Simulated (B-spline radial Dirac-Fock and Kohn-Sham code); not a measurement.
## Run log: Pd

ΔSCF core binding energies without Breit or QED terms, calculated with a radial finite-basis atomic code. Keys: rel is the Hamiltonian (dirac, or spin-free x2c and nr, where L3 and M5 stand for the whole 2p and 3d shells), method is hf or an exchange,correlation pair (spin-unpolarised, also for the hole states), nuc the nuclear model, radius_factor scales its radius, rmax is the box in bohr, h the logarithmic mesh step, order the B-spline order, points the quadrature points per cell, c_factor scales the speed of light, and damp, ndamp, maxit and tol steer the iteration. The run stops when the commutator error falls below 10·tol·max(1, Z/10), or the numerical noise floor, and the energy has settled to about 1e-8 Ha; the virial ratio is −V/T.

Input (task.json):

```json
{"items": [{"Z": 46, "q": 0, "cfg": [[1, 0, 2], [2, 0, 2], [2, 1, 6], [3, 0, 2], [3, 1, 6], [3, 2, 10], [4, 0, 2], [4, 1, 6], [4, 2, 10]], "A": 106, "rrms": 4.5318, "do": "settings", "holes": ["K", "L3", "M5"],
  "settings": [{"rel": "dirac", "method": "hf", "nuc": "fermi", "radius_factor": 1.0, "rmax": 45.0, "h": 0.3, "order": 8, "points": 10, "c_factor": 1.0, "maxit": 60, "damp": 0.5, "ndamp": 3, "tol": 1e-08, "cfg": "1s2 2s2 2p6 3s2 3p6 3d10 4s2 4p6 4d11"}]}]}
```

Command: `python xray2_run.py task.json out`

The program stops without a result: overfilled shell.

Q: One setting is unsound. Which, and why?

A: cfg puts more electrons in a shell than it can hold. With the default settings (Dirac Hartree-Fock): The ground state converged in 11 iterations, with total energy -5044.40058 Ha, virial ratio 1.95726 and highest orbital energy -8.70 eV. ΔSCF binding energies: K (1s) 24428.2 eV, L3 (2p3/2) 3184.4 eV, M5 (3d5/2) 340.0 eV.
